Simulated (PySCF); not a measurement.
Geometry:
| atom | x (Å) | y (Å) | z (Å) |
| --- | --- | --- | --- |
| C1 | 0.813 | -1.371 | -0.992 |
| C2 | 1.217 | -0.098 | -1.170 |
| C3 | 2.343 | 0.228 | -2.052 |
| C4 | 3.379 | 1.061 | -1.776 |
| C5 | 3.552 | 1.887 | -0.620 |
| C6 | 2.561 | 2.284 | 0.233 |
| C7 | 1.161 | 2.024 | 0.166 |
| C8 | 0.497 | 1.042 | -0.545 |
| N9 | -0.867 | 1.043 | -0.631 |
| C10 | -1.641 | 0.274 | -1.600 |
| C11 | -2.895 | 1.114 | -1.804 |
| C12 | -3.092 | 1.761 | -0.439 |
| C13 | -1.665 | 2.094 | -0.026 |
| H14 | 1.347 | -2.194 | -1.472 |
| H15 | -0.036 | -1.623 | -0.354 |
| H16 | 2.392 | -0.349 | -2.981 |
| H17 | 4.192 | 1.084 | -2.510 |
| H18 | 4.553 | 2.294 | -0.452 |
| H19 | 2.856 | 2.985 | 1.022 |
| H20 | 0.546 | 2.702 | 0.760 |
| H21 | -1.898 | -0.730 | -1.214 |
| H22 | -1.071 | 0.120 | -2.527 |
| H23 | -3.754 | 0.516 | -2.140 |
| H24 | -2.708 | 1.890 | -2.565 |
| H25 | -3.744 | 2.646 | -0.456 |
| H26 | -3.532 | 1.036 | 0.266 |
| H27 | -1.352 | 3.087 | -0.408 |
| H28 | -1.531 | 2.114 | 1.068 |

Geometry: PBE0-D3(BJ)/def2-SVP; GIAO shifts from PySCF, gas phase, non-relativistic, averaged over equivalent atoms.

At PBE0/pcSseg-1 (296 basis functions):
```csv
atoms,δ (ppm)
C8,149.0
C2,148.6
C6,138.4
C4,137.2
C3,125.4
C5,124.1
C1,119.8
C7,104.6
C10/C13,51.2
C11/C12,28.6
N9,110.0
H19,6.49
H17,6.27
H16,6.07
H18,5.94
H20,5.18
H15,4.77
H14,4.74
H21/H22/H27/H28,3.03
H23/H24/H25/H26,1.77
```

Shifts are taken against calculated references (same method and geometry level): 13C (184.41 ppm), 1H (31.27 ppm) against TMS; 15N (265.67 ppm) vs NH3.

Question: Estimate the result of repeating the calculation with WP04/pcSseg-1.

Answer: 
```tsv
atoms	δ at WP04/pcSseg-1	change
C8	149.2	+0.2
C2	147.7	-0.9
C6	137.5	-0.9
C4	136.1	-1.1
C3	124.6	-0.8
C5	124.0	-0.1
C1	117.5	-2.3
C7	106.2	+1.6
C10/C13	53.3	+2.1
C11/C12	30.5	+1.9
N9	108.3	-1.7
H19	6.06	-0.43
H17	5.90	-0.37
H16	5.67	-0.40
H18	5.59	-0.35
H20	4.87	-0.31
H15	4.50	-0.27
H14	4.43	-0.31
H21/H22/H27/H28	2.97	-0.06
H23/H24/H25/H26	1.67	-0.10
```

References, each an isolated molecule treated in the same way: 13C (σ = 172.44 ppm) and 1H (σ = 31.56 ppm) against TMS; 15N (σ = 246.90 ppm) against NH3.

The largest change is at C1 (terminal =CH2 carbon). Cost: 296 basis functions. The order of the carbon signals is the same at both levels.

Experimental scales use liquid or dissolved standards, which lie at an offset from isolated NH3 (liquid NH3: subtract about 20 ppm).
